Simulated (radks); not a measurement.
Coulomb parameter of the 4d shell of the palladium ion Pd2+ in the model configuration [Kr] 4d7 5s1, as a second difference U = [E(n + 0.25) + E(n - 0.25) - 2 E(n)] / (0.25)^2 with all orbitals relaxed. "Bare": the charge of the atom changes with n. "Screened": the 5s shell takes up the change at fixed total charge, which measures U(4d,4d) + U(5s,5s) - 2 U(4d,5s). Calculated with a radial shooting solver on a logarithmic mesh with Libxc functionals: Dirac Kohn-Sham, PBE, spin-unpolarised, spherical densities, point nucleus; open shells are shared between the two j in proportion to 2j + 1.

case,configuration,E - E(n) (eV)
start,[Kr] 4d7 5s1,0.000
bare +0.25,[Kr] 4d7.25 5s1,-7.361
bare -0.25,[Kr] 4d6.75 5s1,8.236
screened +0.25,[Kr] 4d7.25 5s0.75,-2.241
screened -0.25,[Kr] 4d6.75 5s1.25,2.382

U(bare) = 14.003 eV, U(screened by 5s) = 2.255 eV.
